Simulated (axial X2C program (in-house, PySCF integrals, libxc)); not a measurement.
Potential curves of BiP⁺, spin-free

Computed with an in-house all-electron X2C program for linear molecules (integrals from PySCF). Spin-free means the one-electron spin-free X2C Hamiltonian. Basis: Bi dyall-cv3z [12s14p10d6f1g], P dyall-v3z [8s7p2d1f] (cores contracted in-house); Gaussian nuclei, density fitting, unrestricted open shells. Masses: Bi 208.980 u, P 30.974 u.

State: M_S = 1/2, Λ = 1 (beyond evenly filled blocks: π+α, π+β, π-α). Energies in cm⁻¹ from the fragments at the same level (Bi+ + P). Fits are polynomials in 1 − R0/R over 0.85 to 1.23 times the lowest point R0.

```csv
R (Å),CCSD(T)
2.1350,-13265
2.2331,-17301
2.3068,-18740
2.3804,-19190
2.4540,-18928
2.5399,-18026
2.6258,-16745
```

Correlated methods: 9 electrons correlated (number of frozen shells: Bi 5 s, 4 p, 3 d, 1 f; P 2 s, 1 p), 219 virtual spin orbitals or spinors in MP2, 90 natural virtuals in coupled cluster.

One determinant describes the state; a PBE0 search over occupations chose it and may have missed a lower one. De is counted from the lowest determinant-based energies of the atoms at the same level, without counterpoise correction. CCSD and (T) use frozen natural virtuals with an MP2 correction for the truncation; (T) itself is uncorrected, so its De runs slightly low. The determinant is spin-polarised beyond a pure state at some levels (its spin-free form has ⟨S²⟩ too high), which makes Re and μ there less reliable. The T1 diagnostic is large, a sign of multireference character. With the outer-core shells frozen, correlated bond lengths of heavy atoms tend to come out a few hundredths of an ångström too long. Spin–orbit coupling changes these values markedly for this molecule (Re by over 0.02 Å or De by over 0.25 eV), so the spin-free numbers are a model. Spin-free De lacks the spin–orbit lowering of the heavy p-block atom, a tenth of an eV or more for 4p and 5p, up to an eV for 6p and one to two eV for 7p atoms, less what an open-shell molecule gains itself. Coupled cluster ran on the points near the minimum only. MP2 and coupled cluster on one determinant become unreliable at the stretched end.

(1) Fit the CCSD(T) curve near its minimum: give the equilibrium distance, the harmonic wavenumber and the well depth.

Answers

(1) At CCSD(T), spin-free: Re = 2.386 Å, ωe ≈ 398 cm⁻¹, De = 2.38 eV to Bi+ + P; Be follows as 0.11 cm⁻¹.
